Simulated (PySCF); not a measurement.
C2H4Cl2Ge, SMILES C=[CH][GeH]([Cl])[Cl]. Atoms are numbered in the order given.

```xyz
9

Ge     0.1242    -0.3153    -0.3809
Cl     0.4315     1.8170    -0.5039
Cl     1.3060    -1.0651     1.2609
C     -1.7352    -0.6319    -0.0069
C     -2.6233     0.3584     0.0992
H      0.6904    -0.9441    -1.6576
H     -2.0436    -1.6751     0.1309
H     -3.6780     0.1602     0.3181
H     -2.3305     1.4064    -0.0252
```
Charge 0, spin multiplicity 1.

The structure is a stationary point at PBE0-D3(BJ)/def2-SVP. Other conformers were not sampled.

Two levels are set side by side: PBE/pcSseg-1 (PySCF) and B3LYP/pcSseg-1 (PySCF). GIAO shifts against GeH4 (⁷³Ge), HCl (³⁵Cl), TMS (¹H), TMS (¹³C) at the same level; non-relativistic, no solvent, atoms listed together averaged. Without spin–orbit terms, shifts of atoms bonded to Cl or Br come out too high at both levels. Differences are taken from unrounded values.

```json
[
 {"quantity": "δ(⁷³Ge) of Ge1 (ppm)", "B3LYP": "419.9", "PBE": "439.6", "PBE minus B3LYP": "19.6"},
 {"quantity": "δ(¹³C) of C4 (ppm)", "B3LYP": "144.0", "PBE": "143.2", "PBE minus B3LYP": "-0.8"},
 {"quantity": "δ(¹³C) of C5 (ppm)", "B3LYP": "148.0", "PBE": "145.7", "PBE minus B3LYP": "-2.2"},
 {"quantity": "δ(¹H) of H6 (ppm)", "B3LYP": "6.62", "PBE": "6.90", "PBE minus B3LYP": "0.28"},
 {"quantity": "δ(¹H) of H7 (ppm)", "B3LYP": "6.56", "PBE": "6.70", "PBE minus B3LYP": "0.13"},
 {"quantity": "δ(¹H) of H8, H9 (ppm)", "B3LYP": "6.81", "PBE": "6.86", "PBE minus B3LYP": "0.05"}
]
```

Rough cost on one machine, each run with all the roots and properties that it gave: B3LYP against PBE within a factor of 2.
